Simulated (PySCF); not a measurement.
UHF on Tc⁻ (technetium, charge -1), [Kr] 4d6 5s2, high-spin 5D determinant. Computed with PySCF 2.14 in def2-TZVPPD with the def2 core potential (28 electrons), with a scalar-relativistic core potential.

```
cycle= 1 E= -80.0595569770738  delta_E= -0.00437  |g|= 0.0226  |ddm|= 0.0593
cycle= 2 E= -80.059763550846  delta_E= -0.000207  |g|= 0.00632  |ddm|= 0.0188
cycle= 3 E= -80.0597960645449  delta_E= -3.25e-05  |g|= 0.00155  |ddm|= 0.0132
cycle= 4 E= -80.0597999689402  delta_E= -3.9e-06  |g|= 0.000806  |ddm|= 0.00399
cycle= 5 E= -80.0598013407933  delta_E= -1.37e-06  |g|= 0.000125  |ddm|= 0.00381
cycle= 6 E= -80.0598013831484  delta_E= -4.24e-08  |g|= 3.5e-05  |ddm|= 0.000548
cycle= 7 E= -80.0598013883894  delta_E= -5.24e-09  |g|= 1.29e-05  |ddm|= 0.000234
cycle= 8 E= -80.0598013893076  delta_E= -9.18e-10  |g|= 2.51e-06  |ddm|= 0.000133
converged SCF energy = -80.0598013893076  <S^2> = 6.0482444  2S+1 = 5.0192606
```

Highest occupied orbital energy: 0.527 eV; ⟨L²⟩ = 6.03; populations by l: s 4.00, p 6.00, d 6.00, f 0.00.

Q: Can this result be used?

A: With care. Self-consistency was reached. Energies and moments cover only the electrons outside the core potential. At UHF the highest occupied level has a positive energy, so only the finite basis holds that electron.
